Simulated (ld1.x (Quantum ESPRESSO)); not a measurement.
**Configuration tests for silver (Ag) (RRKJ)**

- Element: silver
- Generator: ld1.x (Quantum ESPRESSO) 7.5
- Type: norm-conserving RRKJ (Kleinman–Bylander form)
- Functional: PBE
- Relativity: non-relativistic
- Frozen core: [Ar] 3d10
- Valence charge: 19
- Reference configuration: 4s2 4p6 4d10 5s1 5p0
- Partial waves: 4s (bound): rc 1.30 bohr; 4d (bound): rc 1.70 bohr; 4p (bound): rc 1.45 bohr
- Local potential: the p channel
- Core correction: none
- rho0: 0.001

Occupied shells without a wave of their own: 5s. They enter only through the test configuration that unscreens the potential.

Energies are relative to the spin-unpolarised reference configuration 4s2 4p6 4d10 5s1 5p0; without spin polarisation the order of configurations can differ from experiment.

```csv
valence configuration,charge,ΔE all-electron (eV),error AE − PS (meV)
4s2 4p6 4d10 5s0 5p0,+1,7.183,-238
4s2 4p6 4d8 5s0 5p0,+3,66.265,-504
4s2 4p6 4d10 5s0.5 5p0,+0.5,2.769,-102
4s2 4p6 4d9 5s1 5p0,+1,13.680,-2.1
4s2 4p6 4d10 5s0 5p1,0,3.392,-134
```

(1) What are ΔE and the potential's error for 4s2 4p6 4d7 5s0 5p0?

(2) What are ΔE and the potential's error for 4s2 4p6 4d9 5s0 5p0?

Levels in the configuration 4s2 4p6 4d7 5s0 5p0:

```csv
level,all-electron (eV),pseudo (eV)
4s,-143.861,-143.915
4p,-112.209,-112.302
4d,-60.558,-60.613
```

Answers

(1) ΔE = 118.579 eV all-electron; the error (AE − PS) is -594 meV.

(2) ΔE = 29.610 eV all-electron; the error (AE − PS) is -373 meV.

ld1.x printed “convergence not achieved” for 7 of the counted tests; their residual had stalled under 1e-8, short of the target of 1e-14. The 5s level has no wave, so the channel is fitted at the deeper level alone: the likely source of the large errors.
